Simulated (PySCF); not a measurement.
# Working with the constants of TiP

ROHF-CCSD constants of TiP, doublet, unpaired electrons δ ↑ (basis Ti def2-TZVPP, P def2-TZVPP; no relativity; PySCF 2.14; masses 47.9479 and 30.9738 u):

| Quantity | Value |
| --- | --- |
| ωe | 548.6 cm⁻¹ |
| ωexe | 3.86 cm⁻¹ |
| Be | 0.20085 cm⁻¹ |
| αe | 0.00105 cm⁻¹ |
| De to Ti (3d2 4s2) + P | 1.38 eV |

(1) What force constant and bond length do these constants imply?

(2) Estimate the centrifugal constant D from the Kratzer relation and find the Dunham coefficient a1.

Correlated steps freeze 10 core orbitals. The CCSD T1 diagnostic is raised, a sign that a single reference may not be enough here. With d or f electrons several states lie close, and the lowest PBE0 determinant need not be the measured ground state.

Answers

(1) Reduced mass μred = 18.818 u; k = 5.8918×10⁻⁷·μred·ωe² (u, cm⁻¹, mdyn/Å) = 3.34 mdyn/Å; Re = √(16.8576/(μred·Be)) (u, cm⁻¹, Å) = 2.112 Å.

(2) D = 4Be³/ωe² = 1.08e-07 cm⁻¹; a1 = −1 − αeωe/(6Be²) = -3.38.
